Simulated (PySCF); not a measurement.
A calculated (UHF, PySCF 2.14, x2c-SVPall, scalar relativity by spin-free X2C-1e) atom or ion has these occupied shells.

| shell | electrons | orbital energy (eV) | rms radius, mean of both spins (bohr) |
| --- | --- | --- | --- |
| 1s α | 1 | -11186.6 | 0.0542 |
| 1s β | 1 | -11186.6 | 0.0542 |
| 2s α | 1 | -1462.7 | 0.227 |
| 2s β | 1 | -1462.7 | 0.227 |
| 2p α | 3 | -1275.0 | 0.203 |
| 2p β | 3 | -1275.0 | 0.203 |
| 3s α | 1 | -210.73 | 0.668 |
| 3s β | 1 | -210.62 | 0.668 |
| 3p α | 3 | -151.03 | 0.701 |
| 3p β | 3 | -150.88 | 0.701 |
| 3d α | 5 | -52.749 | 0.815 |
| 3d β | 5 | -52.675 | 0.815 |
| 4s α | 1 | -24.580 | 2.24 |
| 4s β | 1 | -22.296 | 2.24 |
| 4p α | 1 | -15.534 | 2.82 |

Problem. Name the element and its charge.

Solution. Ge⁺ (germanium, charge +1), in [Ar] 3d10 4s2 4p1, 2P determinant.
